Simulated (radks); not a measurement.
Values are calculated unless marked as measured or tabulated.
Ionisation of Zr8+, [Ar] 3d10 4s2 4p2, to Zr9+, [Ar] 3d10 4s2 4p1, under several functionals. Dirac Kohn-Sham, spin-unpolarised, spherical densities, point nucleus; open shells fill j = l - 1/2 first; a radial shooting solver on a logarithmic mesh with Libxc functionals.

| functional | E(Zr8+) (hartree) | Exc (hartree) | IE (eV) | -e(HOMO) (eV) | <r> HOMO (bohr) | IE error (eV) |
|---|---|---|---|---|---|---|
| AM05 | -3576.81321 | -106.28314 | 153.21 | 143.81 | 1.177 | +0.2 |
| BP86 | -3581.34562 | -110.88094 | 153.36 | 143.95 | 1.177 | +0.4 |
| LDA (Slater exchange, Perdew-Wang correlation) | -3576.55895 | -106.02227 | 153.63 | 144.17 | 1.176 | +0.6 |
| exchange-only LDA | -3573.33413 | -102.76548 | 151.84 | 142.37 | 1.179 | -1.2 |
| OLYP | -3582.00985 | -111.61034 | 153.12 | 143.83 | 1.178 | +0.1 |
| PBEsol | -3578.51049 | -108.00313 | 153.20 | 143.80 | 1.177 | +0.2 |

NIST Atomic Spectra Database: 153 eV (theoretical). Closest: OLYP. The Delta-SCF values span 1.79 eV, the total energies 8.68 hartree. The highest occupied level is 4p1/2. Spin polarisation and multiplet splitting are left out, so open shells lie too high by an amount that depends on their filling.

Beside tabulated values, note that spin-unpolarised runs miss the spin-polarisation part of the exchange energy of open shells.
